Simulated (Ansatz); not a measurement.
Basis-set series for `[OH][Ta]([F])([F])=[S]`. Charge 0, multiplicity 1. Ta: def2 effective core potential. All single points use the PBE0-D4/def2-TZVP geometry. It is one conformer, not always the lowest.

```xyz
6

O     1.3248   -0.0049   -0.6383
Ta   -0.4179    0.1531    0.0309
F    -0.6880    1.8995    0.6291
F    -1.6327   -0.2866   -1.3150
S    -0.6590   -1.2110    1.6820
H     2.0729   -0.5501   -0.3887
```

```
functional       basis  functions  energy (Eh)  HOMO (eV)  LUMO (eV)
   PBE0-D4  def2-TZVPP        205   -730.72470      -7.99      -1.77
   PBE0-D4  def2-QZVPP        352   -730.75223      -8.01      -1.81
   ωB97M-V  def2-TZVPP        205   -730.96495     -10.08       0.38
   ωB97M-V  def2-QZVPP        352   -730.99082     -10.11       0.22
```

Task: Give the rows for def2-SVP. (An estimate is asked.)

Result: Ansatz gave: 
| functional | basis | functions | energy (Eh) | HOMO (eV) | LUMO (eV) |
| --- | --- | --- | --- | --- | --- |
| PBE0-D4 | def2-SVP | 97 | -730.22632 | -8.03 | -1.81 |
| ωB97M-V | def2-SVP | 97 | -730.45987 | -10.10 | 0.38 |

Positive LUMOs are unbound and depend on the basis.
